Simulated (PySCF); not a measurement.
## An isoelectronic set: 52 electrons

PBE0 in PySCF with def2-SVP on every atom (core potentials on Sb, Te), for the lowest determinant that a PBE0 search found; no spin–orbit coupling. All have 52 electrons, 6 of them in the valence shells, and the same state, a triplet (π ↑↑). For ions De leads to the atom and ion picked by measured ionisation energies and electron affinities.

```
species  difference of nuclear charges  Re (Å)  ωe (cm⁻¹)  k (mdyn/Å)  De (eV)  dissociates to  Mayer bond order
    KAs                             14   3.147        161       0.393     1.15          K + As              0.86
    SbH                             50   1.725       1931        2.20     2.53          Sb + H              0.96
   KSe⁺                             15   3.490       89.8       0.124     0.41         K⁺ + Se              0.23
   TeH⁺                             51   1.677       2127        2.66     2.74         Te⁺ + H              0.96
```

Which member of the whole set has the stiffest bond, and how does it compare with the softest?

TeH⁺ with k = 2.66 mdyn/Å, 21 times that of KSe⁺.

Weak bonds: KSe⁺. Basis-set superposition, not corrected here, can be much of De in a small basis, most of all at correlated wavefunction levels. Spin–orbit coupling is left out, which matters for elements this heavy, above all for dissociation energies. For an ion De counts to the pair picked by the measured ionisation energies or electron affinities, which need not be the lowest pair at this level. States were picked by a PBE0 search and need not be the measured ground states.
